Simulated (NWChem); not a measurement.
System: fluoroethane (C₂H₅F); SMILES CCF

NWChem input:

```
start job
memory heap 200 mb stack 900 mb global 1100 mb
geometry units angstroms noautoz
  C      1.165749    -0.137524     0.261966
  C     -0.318902    -0.388432     0.209382
  F     -0.942931     0.588736    -0.528496
  H      1.669042    -0.919492     0.850759
  H      1.595934    -0.136112    -0.750638
  H      1.378176     0.836434     0.727651
  H     -0.758150    -0.388262     1.222771
  H     -0.540847    -1.365751    -0.254801
end
basis spherical
  * library def2-tzvpd
end
dft
  xc slater vwn_5
  iterations 150
  mulliken
end
task dft energy
```

Excerpt of the output:

```
             Northwest Computational Chemistry Package (NWChem) 7.3.0
             --------------------------------------------------------

 CS  symmetry detected

                             Geometry "geometry" -> ""
                             -------------------------

 Output coordinates in angstroms (scale by  1.889725989 to convert to a.u.)

  No.       Tag          Charge          X              Y              Z
 ---- ---------------- ---------- -------------- -------------- --------------
    1 C                    6.0000     0.27320550    -1.17553965     0.00000000
    2 C                    6.0000    -0.54206896     0.09143945     0.00000000
    3 F                    9.0000     0.28287397     1.19062214     0.00000000
    4 H                    1.0000    -0.38448537    -2.05808941     0.00000000
    5 H                    1.0000     0.91628814    -1.22346695    -0.89142944
    6 H                    1.0000     0.91628814    -1.22346695     0.89142944
    7 H                    1.0000    -1.19038793     0.14701262     0.89245786
    8 H                    1.0000    -1.19038793     0.14701262    -0.89245786

 Effective nuclear repulsion energy (a.u.)      79.4022472257

      Symmetry information
      --------------------

 Group name             Cs
 Group number              2
 Group order               2
 No. of unique centers     6

                                 NWChem DFT Module
                                 -----------------

 Summary of "ao basis" -> "ao basis" (spherical)
 ------------------------------------------------------------------------------
       Tag                 Description            Shells   Functions and Types
 ---------------- ------------------------------  ------  ---------------------
 C                         def2-tzvpd               13       37   6s3p3d1f
 F                         def2-tzvpd               14       40   6s4p3d1f
 H                         def2-tzvpd                5        9   3s2p

      Symmetry analysis of basis
      --------------------------

        a'        102
        a"         57

            General Information
            -------------------
          SCF calculation type: DFT
          Wavefunction type:  closed shell.
          No. of atoms     :     8
          No. of electrons :    26
           Alpha electrons :    13
            Beta electrons :    13
          Charge           :     0
          Spin multiplicity:     1
          Use of symmetry is: on ; symmetry adaption is: on
          Maximum number of iterations: 150
          AO basis - number of functions:   159
                     number of shells:    65
          Convergence on energy requested:  1.00D-06
          Convergence on density requested:  1.00D-05
          Convergence on gradient requested:  5.00D-04

              XC Information
              --------------
                        Slater Exchange Functional  1.000 local
                      VWN V Correlation Functional  1.000 local

             Grid Information
             ----------------
          Grid used for XC integration:  medium
          Radial quadrature: Mura-Knowles
          Angular quadrature: Lebedev.
          Tag              B.-S. Rad. Rad. Pts. Rad. Cut. Ang. Pts.
          ---              ---------- --------- --------- ---------
          C                   0.70       49          11.0       434
          F                   0.50       49          11.0       434
          H                   0.35       45          11.0       434
          Grid pruning is: on
          Number of quadrature shells:   282
          Spatial weights used:  Erf1

      Superposition of Atomic Density Guess
      -------------------------------------

 Sum of atomic energies:        -177.25996718

      Non-variational initial energy
      ------------------------------

 Total energy =    -178.719465
 1-e energy   =    -399.558269
 2-e energy   =     141.436556
 HOMO         =      -0.391072
 LUMO         =       0.050206

      Symmetry analysis of molecular orbitals - initial
      -------------------------------------------------

  Numbering of irreducible representations:

     1 a'          2 a"

  Orbital symmetries:

     1 a'          2 a'          3 a'          4 a'          5 a'
     6 a'          7 a'          8 a"          9 a'         10 a"
    11 a'         12 a'         13 a"         14 a'         15 a'
    16 a'         17 a"         18 a'         19 a'         20 a"
    21 a'         22 a"         23 a'

     ---------------------------------------------
      Total Density - Mulliken Population Analysis
     ---------------------------------------------

    Atom       Charge   Shell Charges
 -----------   ------   -------------------------------------------------------
    1 C    6     6.70   0.86  1.12  0.56  0.68  0.10 -0.00  1.28  1.41  0.64  0.01  0.03  0.02  0.00
    2 C    6     5.77   0.86  1.12  0.53  0.65  0.05  0.01  1.05  1.14  0.25  0.03  0.10 -0.02  0.01
    3 F    9     9.41   0.77  1.20  0.61  1.00  0.32 -0.00  2.34  2.31  0.83  0.01  0.00  0.01  0.01  0.00
    4 H    1     0.77   0.24  0.44  0.05  0.02  0.02
    5 H    1     0.80   0.24  0.45  0.06  0.02  0.02
    6 H    1     0.80   0.24  0.45  0.06  0.02  0.02
    7 H    1     0.88   0.25  0.47  0.12  0.02  0.02
    8 H    1     0.88   0.25  0.47  0.12  0.02  0.02

   convergence    iter        energy       DeltaE   RMS-Dens  Diis-err
 ---------------- ----- ----------------- --------- --------- ---------
 d= 0,ls=0.0,diis     1   -177.6725134692 -2.57D+02  1.10D-02  1.56D+00
 d= 0,ls=0.0,diis     2   -177.5983493438  7.42D-02  4.15D-03  1.78D+00
 d= 0,ls=0.0,diis     3   -177.7063857704 -1.08D-01  1.29D-03  5.01D-01
 d= 0,ls=0.0,diis     4   -177.7414075912 -3.50D-02  4.54D-04  1.01D-02
 d= 0,ls=0.0,diis     5   -177.7422446058 -8.37D-04  1.89D-04  1.48D-03
  Resetting Diis
 d= 0,ls=0.0,diis     6   -177.7424115309 -1.67D-04  3.95D-05  3.73D-05
 d= 0,ls=0.0,diis     7   -177.7424154220 -3.89D-06  1.20D-05  1.96D-06
 d= 0,ls=0.0,diis     8   -177.7424150822  3.40D-07  6.07D-06  6.71D-06

         Total DFT energy =     -177.742415082205
      One electron energy =     -402.160732983412
           Coulomb energy =      166.703473175529
    Exchange-Corr. energy =      -21.687402499994
 Nuclear repulsion energy =       79.402247225672

 Numeric. integr. density =       26.000002959401

                  Occupations of the irreducible representations
                  ----------------------------------------------

                     irrep           alpha         beta
                     --------     --------     --------
                     a'               10.0         10.0
                     a"                3.0          3.0

                       DFT Final Molecular Orbital Analysis
                       ------------------------------------

 Vector   11  Occ=2.000000D+00  E=-3.511501D-01  Symmetry=a"
              MO Center=  4.5D-01, -4.5D-01, -5.1D-13, r^2= 2.3D+00
   Bfn.  Coefficient  Atom+Function         Bfn.  Coefficient  Atom+Function
  ----- ------------  ---------------      ----- ------------  ---------------
    15      0.309745  1 C  pz                83     -0.286742  3 F  pz
     9      0.282496  1 C  pz                86     -0.224937  3 F  pz
    12      0.184522  1 C  pz               125     -0.182599  5 H  s
   134      0.182599  6 H  s                 89     -0.157570  3 F  pz
   126      0.151964  5 H  s                135     -0.151964  6 H  s

 Vector   12  Occ=2.000000D+00  E=-2.956042D-01  Symmetry=a'
              MO Center= -6.2D-04,  3.7D-01,  7.7D-19, r^2= 1.9D+00
   Bfn.  Coefficient  Atom+Function         Bfn.  Coefficient  Atom+Function
  ----- ------------  ---------------      ----- ------------  ---------------
     5      0.323913  1 C  s                 81      0.307639  3 F  px
    82     -0.242498  3 F  py                84      0.240791  3 F  px
    42      0.216840  2 C  s                  8     -0.194600  1 C  py
    85     -0.189738  3 F  py                50     -0.181263  2 C  px
    87      0.181254  3 F  px                44     -0.165087  2 C  px

 Vector   13  Occ=2.000000D+00  E=-2.838817D-01  Symmetry=a"
              MO Center= -2.5D-01,  3.3D-01, -3.9D-16, r^2= 2.2D+00
   Bfn.  Coefficient  Atom+Function         Bfn.  Coefficient  Atom+Function
  ----- ------------  ---------------      ----- ------------  ---------------
    83     -0.338445  3 F  pz                52      0.323931  2 C  pz
    86     -0.265598  3 F  pz                46      0.227815  2 C  pz
    15     -0.207996  1 C  pz                89     -0.202003  3 F  pz
   143      0.187063  7 H  s                152     -0.187063  8 H  s
    49      0.141090  2 C  pz                 9     -0.117869  1 C  pz

 Vector   14  Occ=0.000000D+00  E=-6.483442D-03  Symmetry=a'
              MO Center= -4.5D-01, -8.4D-01, -4.3D-13, r^2= 8.4D+00
   Bfn.  Coefficient  Atom+Function         Bfn.  Coefficient  Atom+Function
  ----- ------------  ---------------      ----- ------------  ---------------
     5      4.121478  1 C  s                 42      2.478878  2 C  s
   117     -1.909922  4 H  s                144     -1.449768  7 H  s
   153     -1.449768  8 H  s                126     -1.298499  5 H  s
   135     -1.298499  6 H  s                  6      1.176257  1 C  s
    43      1.162543  2 C  s                 80     -1.001400  3 F  s

 Vector   15  Occ=0.000000D+00  E= 2.072455D-02  Symmetry=a'
              MO Center= -8.1D-02, -4.2D-01, -1.4D-13, r^2= 1.0D+01
   Bfn.  Coefficient  Atom+Function         Bfn.  Coefficient  Atom+Function
  ----- ------------  ---------------      ----- ------------  ---------------
    43     -3.138791  2 C  s                  6      2.959150  1 C  s
     5      2.516752  1 C  s                 42     -1.492330  2 C  s
   126     -1.084353  5 H  s                135     -1.084353  6 H  s
    80      1.074050  3 F  s                 50     -0.625530  2 C  px
    13      0.513992  1 C  px                14      0.435276  1 C  py

 Vector   16  Occ=0.000000D+00  E= 3.509593D-02  Symmetry=a'
              MO Center= -5.5D-01,  1.6D-01, -4.4D-13, r^2= 7.2D+00
   Bfn.  Coefficient  Atom+Function         Bfn.  Coefficient  Atom+Function
  ----- ------------  ---------------      ----- ------------  ---------------
    42      2.657557  2 C  s                117     -2.274669  4 H  s
   144     -1.911985  7 H  s                153     -1.911985  8 H  s
     6     -1.037069  1 C  s                126      1.034391  5 H  s
   135      1.034391  6 H  s                 50     -0.857179  2 C  px
   148     -0.725011  7 H  px               157     -0.725011  8 H  px

     ---------------------------------------------
      Total Density - Mulliken Population Analysis
     ---------------------------------------------

    Atom       Charge   Shell Charges
 -----------   ------   -------------------------------------------------------
    1 C    6     7.24   0.84  1.13  0.51  0.65  0.27  0.00  1.38  1.17  1.20  0.01  0.02  0.03  0.00
    2 C    6     6.27   0.84  1.13  0.52  0.66  0.23  0.00  1.31  1.06  0.42  0.03  0.12 -0.06  0.01
    3 F    9     9.28   0.76  1.20  0.61  0.95  0.41  0.04  2.29  2.05  0.91  0.04  0.00  0.01  0.00  0.00
    4 H    1     0.59   0.26  0.48 -0.21  0.02  0.05
    5 H    1     0.62   0.26  0.48 -0.19  0.02  0.05
    6 H    1     0.62   0.26  0.48 -0.19  0.02  0.05
    7 H    1     0.68   0.26  0.48 -0.12  0.02  0.03
    8 H    1     0.68   0.26  0.48 -0.12  0.02  0.03

     -------------------------------------------
      Total Density - Lowdin Population Analysis
     -------------------------------------------

    Atom       Charge   Shell Charges
 -----------   ------   -------------------------------------------------------
    1 C    6     6.12   0.90  1.05  0.33  0.27  0.12  0.07  1.16  1.30  0.47  0.02  0.20  0.21  0.03
    2 C    6     6.35   0.90  1.04  0.32  0.25  0.12  0.07  1.10  1.15  0.39  0.04  0.50  0.37  0.09
    3 F    9     9.04   0.85  1.11  0.58  0.65  0.31  0.09  2.14  2.07  0.87  0.12  0.00  0.02  0.23  0.00
    4 H    1     0.91   0.23  0.34  0.12  0.06  0.17
    5 H    1     0.91   0.23  0.34  0.12  0.06  0.17
    6 H    1     0.91   0.23  0.34  0.12  0.06  0.17
    7 H    1     0.88   0.24  0.34  0.11  0.05  0.14
    8 H    1     0.88   0.24  0.34  0.11  0.05  0.14

     Multipole analysis of the density
     ---------------------------------

     L   x y z        total         alpha         beta         nuclear
     -   - - -        -----         -----         ----         -------
     0   0 0 0     -0.000000    -13.000000    -13.000000     26.000000

     1   1 0 0     -0.352378     -0.176189     -0.176189      0.000000
     1   0 1 0     -0.621234     -0.310617     -0.310617      0.000000
     1   0 0 1      0.000000      0.000000      0.000000      0.000000

     2   2 0 0    -13.942049    -20.526933    -20.526933     27.111817
     2   1 1 0     -0.482191      1.533748      1.533748     -3.549686
     2   1 0 1      0.000000      0.000000      0.000000      0.000000
     2   0 2 0    -15.460144    -58.390008    -58.390008    101.319872
     2   0 1 1     -0.000000     -0.000000     -0.000000      0.000000
     2   0 0 2    -13.814286    -12.589162    -12.589162     11.364037
```

Level: LDA (Slater exchange, VWN5)/def2-TZVPD. The geometry was optimised at PBE0/def2-SVP.
